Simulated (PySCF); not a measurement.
**Lead: highly charged ions in a basis for the neutral atom**

Pb¹⁰⁺ [Xe] 4f14 5d4, Pb¹¹⁺ [Xe] 4f14 5d3. Calculation: PySCF 2.14, in def2-TZVP with the def2 core potential (60 electrons) (6s5p3d2f, 50 functions); a scalar-relativistic core potential. No spin-orbit coupling, so a gap to NIST mixes the basis error with missing relativistic terms.

Changed run: basis of the neutral atom used for a highly charged ion. This setting is unsound on purpose.

```tsv
species	method	sound run (hartree)	changed run (hartree)	converged
Pb¹⁰⁺	UHF	not run	-163.65497	yes
Pb¹⁰⁺	MN15	not run	-163.86456	yes
Pb¹⁰⁺	PBE0	not run	-164.18443	yes
Pb¹¹⁺	UHF	not run	-156.94495	yes
Pb¹¹⁺	MN15	not run	-157.15297	yes
Pb¹¹⁺	PBE0	not run	-157.44204	yes
```

Ionisation energy of Pb¹⁰⁺:

```tsv
method	changed run (eV)	NIST (eV)
UHF	182.59	182 ± 2.4
MN15	182.63	182 ± 2.4
PBE0	183.47	182 ± 2.4
```

The contracted functions were made for the neutral atom and can be too rigid for a highly charged ion.
